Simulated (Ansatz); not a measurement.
Consider the cleavage of the Si–B bond: `NB(O)[SiH2]F` + `B[SiH2]O` → `B[SiH2]O[SiH2]F` + `NBO`.

Calculated with Ansatz (gas phase, PBE0-D4/def2-TZVP geometries, no zero-point term in ΔE). CBS: MP2 limit from def2 TZ/QZ plus the TZ coupled-cluster correction, frozen cores. This one scheme is used for every species. DFT in def2-TZVPP. B3LYP here is the variant with VWN-RPA as its local correlation; programs differ in this. Each species was taken in one conformer, which may not be the lowest.

CCSD(T)/CBS gives -159.0 kJ/mol.

Q: Another level gave -184.8 kJ/mol. Which?
A. B3LYP/def2-TZVPP
B. B2PLYP/def2-TZVPP
C. MP2/def2-TZVPP
D. HF/def2-TZVPP

A: D. HF/def2-TZVPP -184.8, MP2/def2-TZVPP -164.9, B3LYP -155.2, B2PLYP -160.6 kJ/mol.

Largest T1 diagnostic among the species: 0.013.

From PBE to PBE0 (25 % exact exchange), in def2-TZVPP and without D4, ΔE moves by −11.0 kJ/mol. In def2-TZVPP, CCSD(T) changes the Hartree–Fock value by +26.5 kJ/mol (the triples alone add +3.8 kJ/mol) and MP2 by +19.9 kJ/mol.
